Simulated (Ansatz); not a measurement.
Input file for Ansatz (an electronic-structure program): R-PBE0/def2-TZVPPD on H4OSi (SMILES O[SiH3]). Files ending in .json are basis or fitting sets from the Basis Set Exchange.

Ansatz 0.2 input:
```yaml
crystal:
  periodic: [false, false, false]
  atoms:
    - {symbol: O, position_ang: [0.66342640, 0.15262200, 3.24847556]}
    - {symbol: Si, position_ang: [-0.53798804, -0.89345540, 3.64609395]}
    - {symbol: H, position_ang: [0.68346707, 0.50457038, 2.34727139]}
    - {symbol: H, position_ang: [-1.88665240, -0.28611702, 3.49679748]}
    - {symbol: H, position_ang: [-0.32687563, -1.26234895, 5.06210685]}
    - {symbol: H, position_ang: [-0.51198889, -2.12471476, 2.81342671]}
basis:
  gaussian:
    orbitals: def2-TZVPPD.json
hamiltonian:
  xc: {name: PBE0}
scf: {lower_state_search: off}
```

Output:

```
WARN ansatz: RAYON_NUM_THREADS=1 ignored (pool sized by the plan → 1); use --threads N
Functional definition: PBE0
these checks for a lower state are left out or cut short: stability, starts, cluster_reference, orbital_swaps, neighbouring_geometries, increment
integrals: 0.05 GiB planned
742 factors; their error is unknown
mean field: 0.53 GiB planned
mean field evaluation 1: about -9982.2135 eV, gradient 5.1e1 eV
mean field evaluation 2: about -9973.4843 eV, gradient 8.5e1 eV
mean field evaluation 4: about -9986.2907 eV, gradient 1.1e0 eV
mean field evaluation 8: about -9986.3156 eV, gradient 2.5e-2 eV
mean field -9986.31557664 eV, -366.9903284738 hartree, gradient 5.6e-6 eV, S^2 0.000000; 0 other end points of the search recorded, 0 dependent functions left out
reference -9986.31560898 eV, -366.9903296623 hartree; 13, 13 occupied and 143, 143 virtual orbitals, 742 factors
Total energy: -9986.31560898 eV, -366.9903296623 hartree
Checks for a lower state left out: stability, starts, cluster_reference, orbital_swaps, neighbouring_geometries, increment
```

Self-consistency was reached.

Cost: very roughly 2.4 core-seconds.
